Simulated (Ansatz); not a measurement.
System: sum formula SnOCl (charge 0, doublet). It need not be the lowest isomer of its formula. SMILES: [O]=[Sn][Cl]
Geometry from a B3LYP-D3(BJ)/def2-TZVP (Ansatz, an electronic-structure program) optimisation:
```
Sn
O 1 1.9919
Cl 1 2.3869 2 95.91
```
Charge 0, spin multiplicity 2.

Question: Give the harmonic wavenumbers at B3LYP-D3(BJ)/def2-TZVP (Ansatz, finite differences of forces, unscaled).

Answer: 103, 334, 530 cm⁻¹. Zero-point energy 1.4 kcal/mol.

Question: From these and the geometry, give the ideal-gas thermochemistry at 298.15 K and 1 atm (rigid rotor, harmonic oscillator).

Answer: Point group Cs, rotational symmetry number 1. Rotational constants 9.594, 3.008, 2.29 GHz. S(trans) 41.30, S(rot) 25.99, S(vib) 5.22, S(elec, spin only) 1.38, S 73.9 cal/(mol K). H(298) - H(0) 3.19 kcal/mol; G - E(el) -17.5 kcal/mol.
